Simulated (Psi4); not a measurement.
Computed with Psi4 1.11 with SAPT0/jun-cc-pVDZ, frozen core.

Psi4 input:

```
molecule {
0 1
O -1.15971848 0.00051870 -0.00000000
C 0.00000227 0.00000004 -0.00000000
O 1.15971621 -0.00051874 0.00000000
--
0 1
C 0.05503876 -1.53385277 -2.86374636
C 1.47443276 -1.61555572 -2.82141955
C 2.07587358 -0.42099501 -3.09491402
S 0.91847279 0.81041482 -3.40564725
C -0.38869464 -0.27933526 -3.16839216
H -0.60414309 -2.36895089 -2.67639778
H 2.02141504 -2.51997789 -2.59813961
H 3.12929905 -0.19805214 -3.13073649
H -1.40568810 0.06258071 -3.26587008
units angstrom
symmetry c1
no_reorient
no_com
}
set basis jun-cc-pvdz
set scf_type df
set freeze_core true
energy('sapt0')
```

Part of the output:

```
    SAPT Results
  --------------------------------------------------------------------------------------------------------
    Electrostatics                 -5.43614303 [mEh]      -3.41123125 [kcal/mol]     -14.27259156 [kJ/mol]
      Elst10,r                     -5.43614303 [mEh]      -3.41123125 [kcal/mol]     -14.27259156 [kJ/mol]

    Exchange                       10.32182454 [mEh]       6.47704268 [kcal/mol]      27.09994659 [kJ/mol]
      Exch10                       10.32182454 [mEh]       6.47704268 [kcal/mol]      27.09994659 [kJ/mol]
      Exch10(S^2)                  10.29893078 [mEh]       6.46267664 [kcal/mol]      27.03983905 [kJ/mol]

    Induction                      -1.14722908 [mEh]      -0.71989712 [kcal/mol]      -3.01204954 [kJ/mol]
      Ind20,r                      -5.34788855 [mEh]      -3.35585073 [kcal/mol]     -14.04087946 [kJ/mol]
      Exch-Ind20,r                  4.69933913 [mEh]       2.94887982 [kcal/mol]      12.33811318 [kJ/mol]
      delta HF,r (2)               -0.49867966 [mEh]      -0.31292621 [kcal/mol]      -1.30928325 [kJ/mol]

    Dispersion                     -5.90983500 [mEh]      -3.70847745 [kcal/mol]     -15.51626965 [kJ/mol]
      Disp20                       -6.84258033 [mEh]      -4.29378399 [kcal/mol]     -17.96519219 [kJ/mol]
      Exch-Disp20                   0.93274534 [mEh]       0.58530654 [kcal/mol]       2.44892255 [kJ/mol]
      Disp20 (SS)                  -3.42129017 [mEh]      -2.14689199 [kcal/mol]      -8.98259610 [kJ/mol]
      Disp20 (OS)                  -3.42129017 [mEh]      -2.14689199 [kcal/mol]      -8.98259610 [kJ/mol]
      Exch-Disp20 (SS)              0.52820567 [mEh]       0.33145406 [kcal/mol]       1.38680379 [kJ/mol]
      Exch-Disp20 (OS)              0.40453967 [mEh]       0.25385248 [kcal/mol]       1.06211876 [kJ/mol]

  Total HF                          3.73845242 [mEh]       2.34591431 [kcal/mol]       9.81530548 [kJ/mol]
  Total SAPT0                      -2.17138258 [mEh]      -1.36256314 [kcal/mol]      -5.70096417 [kJ/mol]
```
